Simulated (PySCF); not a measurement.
## Polarisability and C₆ of S²⁺ (sulfur, charge +2)

[Ne] 3s2 3p2, high-spin 3P determinant. Calculation: PySCF 2.14, in aug-cc-pwCVQZ (10s9p7d5f3g, 134 functions); the non-relativistic Hamiltonian (point nucleus). Coupled (time-dependent) response in atomic units; α is the mean over directions.

| method | mean α (bohr³) | α xx, yy, zz | C₆ (like pair) | S(−4) |
| --- | --- | --- | --- | --- |
| UHF | 7.509 | 7.768, 7.380, 7.380 | 27.38 | 21.00 |
| PBE | 7.318 | 7.495, 7.229, 7.229 | 26.51 | 18.59 |
| PBE0 | 7.330 | 7.538, 7.226, 7.226 | 26.56 | 18.78 |
| PW91 | 7.311 | 7.480, 7.226, 7.226 | 26.44 | 18.60 |

S(−4) is the Cauchy moment in α(ω) = α(0) + S(−4) ω² + …

α(iu) at UHF:

```tsv
u (hartree)	α(iu) (bohr³)
0	7.509
0.0500	7.457
0.100	7.308
0.200	6.782
0.300	6.083
0.500	4.626
0.750	3.197
1.00	2.260
1.50	1.268
2.00	0.8117
3.00	0.4288
5.00	0.1973
```

A single London oscillator, α(iu) = α/(1 + u²/ω²), gives C₆ = (3/4) ω α². Matching the computed C₆ needs ω = 4 × 27.38 / (3 × 7.509²) = 0.647 hartree.

For an ion, C₆ is the dispersion term alone; charge-induced terms of lower order in 1/R come first.

The components differ because the open shell of this determinant is not spherical; for a pure term their mean is the scalar polarisability.
